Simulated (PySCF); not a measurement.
One formula, C6H9FO, several structures.

PySCF, PBE0/def2-SVPD, density fitting, gas phase; each molecule at its own GFN2-xTB geometry, one conformer. Singlet excitations by full TDDFT with frozen cores and triplets by Tamm–Dancoff TDDFT. 

Torsions of the conformers computed, which needn't be the lowest (atom-mapped SMILES):
- `[CH3:1]/[CH:2]=[C:3](\[CH2:4][CH3:5])[C:6](=[O:7])[F:8]`: C2–C3–C4–C5 86°, C2–C3–C6–O7 179°
- `[CH3:1][CH2:2][C:3]1([C:4](=[O:5])[F:6])[CH2:7][CH2:8]1`: C1–C2–C3–C4 70°, C2–C3–C4–O5 4°
- `[CH3:1][C:2]([CH3:3])=[C:4]([CH3:5])[C:6](=[O:7])[F:8]`: C2–C4–C6–O7 3°

The conformers of `O=C(F)C1CCCC1`, `C=C[C@@H]1CC[C@@H](F)O1` and `FC[C@@H]1CCC=CO1` aren't listed.

Reference: `C/C=C(\CC)C(=O)F`, with HOMO energy -7.96 eV, LUMO energy -1.71 eV, lowest singlet excitation 5.24 eV, lowest triplet excitation 3.55 eV and mean polarisability 77.7 au.

Changes against it:

```tsv
molecule	Δ electronic energy (kcal/mol)	Δ HOMO energy (eV)	Δ LUMO energy (eV)	Δ lowest singlet excitation (eV)	Δ lowest triplet excitation (eV)	Δ mean polarisability (au)
CCC1(C(=O)F)CC1	+2.7	-0.75	+1.19	+0.79	+1.88	-5.9
CC(C)=C(C)C(=O)F	+0.5	+0.44	+0.07	-0.21	-0.28	-0.5
FC[C@@H]1CCC=CO1	+16.6	+1.36	+2.32	+0.83	+0.80	-5.9
```

Rows whose labels were lost:

| row | Δ electronic energy (kcal/mol) | Δ HOMO energy (eV) | Δ LUMO energy (eV) | Δ lowest singlet excitation (eV) | Δ lowest triplet excitation (eV) | Δ mean polarisability (au) |
| --- | --- | --- | --- | --- | --- | --- |
| P | -14.7 | -0.92 | +1.19 | +0.82 | +1.90 | -7.9 |
| Q | +14.7 | +0.17 | +1.69 | +1.80 | +0.89 | -3.1 |

Question: Which row belongs to which of `O=C(F)C1CCCC1` and `C=C[C@@H]1CC[C@@H](F)O1`?

Answer: P = `O=C(F)C1CCCC1` and Q = `C=C[C@@H]1CC[C@@H](F)O1`. P and Q are told apart most clearly by the electronic energy (-14.7 against +14.7 kcal/mol).

Question: Which row has the smallest HOMO–LUMO gap and which the largest, and does the HOMO or the LUMO shift more there?

Answer: Smallest, counted from the reference: `CC(C)=C(C)C(=O)F`, -0.37 eV (HOMO +0.44, LUMO +0.07), the larger shift being that of the HOMO. Largest: P, +2.11 eV (HOMO -0.92, LUMO +1.19), the larger shift being that of neither alone.
